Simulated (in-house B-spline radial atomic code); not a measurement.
**One electron outside the [Kr] 4d10 5s2 5p6 core: Ce3+**

Computed with an all-electron radial atomic-structure program (B-spline basis), no-pair Dirac-Coulomb Hamiltonian, finite nucleus. Rungs: frozen-core Dirac-Hartree-Fock (DHF); Brueckner orbitals from the second-order correlation potential; the same with the Coulomb interaction screened by the core and the hole-particle interaction summed; Breit and QED terms from differences of relaxed Dirac-Fock atoms, where computed. Partial waves beyond l = 6 are extrapolated. The tables show a selection of states; those near core-excited levels, with erratic corrections or far from their DHF start are never shown.

The lowest nd levels tend to come out too strongly bound in this method, by some 0.05 to 0.2 eV for each d electron where measurements exist, which shifts their lines and rates.

Command:
```bash
python run_mb.py task.json out
```
Settings (nuclear radius in fm, box in bohr, cutoff in hartree):
```
basis_form          2
Z                   58
core_configuration  [Kr] 4d10 5s2 5p6
rms_radius          4.8771
mass_number         140
speed_of_light      137.036
box_radius          72.5
lmax                6
intervals           69
virtual_cutoff      6728.0
```

Time taken, with all properties: 5.4 min on 1 thread of Intel(R) Xeon(R) Platinum 8259CL CPU @ 2.50GHz, with other jobs on the host.

Removal energies (cm⁻¹):

| state | DHF | second order | screened | Breit + QED | final |
| --- | --- | --- | --- | --- | --- |
| 4f5/2 | 261362 | 310169 | 300577 | - | - |
| 4f7/2 | 259378 | ? | ? | ? | ? |
| 5d3/2 | 236793 | 250772 | 249440 | 82.4 | 249523 |
| 5d5/2 | 234637 | 248049 | 246856 | 139 | 246994 |
| 6s1/2 | 203245 | 213913 | 211554 | -145 | 211409 |
| 6p1/2 | 168978 | ? | ? | ? | ? |
| 6p3/2 | 164703 | 171745 | 170670 | -44.9 | 170625 |

Question: What does correlation do to 6p1/2?

Answer: It adds 7726 cm⁻¹ to the removal energy in second order and 6469 cm⁻¹ with screening; Breit and QED add -91.7 cm⁻¹, for a final 175356 cm⁻¹.

Question: What does correlation do to 4f7/2?

Answer: It adds 48160 cm⁻¹ to the removal energy in second order and 38750 cm⁻¹ with screening, giving 298130 cm⁻¹ before Breit and QED terms, which weren't computed for this state.

Question: How does the lowest state compare with the NIST ionisation energy?

Answer: 4f5/2 is bound by 37.267 eV, without recoil; NIST lists 36.906 ± 0.009 eV (semi-empirical), a difference of +0.36 eV.

Electric-dipole lines from 4f5/2 (reduced matrix elements in atomic units, length form, static core polarisation, sign of DHF taken positive):

```csv
upper,DHF,+ core polarisation,+ Brueckner,λ (nm),A (s⁻¹)
5d3/2,1.498,0.983,0.8699,195.87,5.1e+07
5d5/2,0.3966,0.2667,0.2359,186.63,2.89e+06
```

Magnetic hyperfine constants per unit nuclear g factor (MHz, nucleus as a uniformly magnetised ball; they apply to isotopes with nuclear spin):

| state | DHF | + core polarisation | + Brueckner |
| --- | --- | --- | --- |
| 6s1/2 | 11390 | 13190 | 14630 |
| 6p1/2 | 2507 | 2900 | 3318 |
| 6p3/2 | 358 | 528.8 | 597.8 |

Question: What is the static scalar polarisability of 4f5/2?

Answer: 6.296 bohr³: 5.826 from the core and 0.4701 from the valence electron, Pauli blocking included.
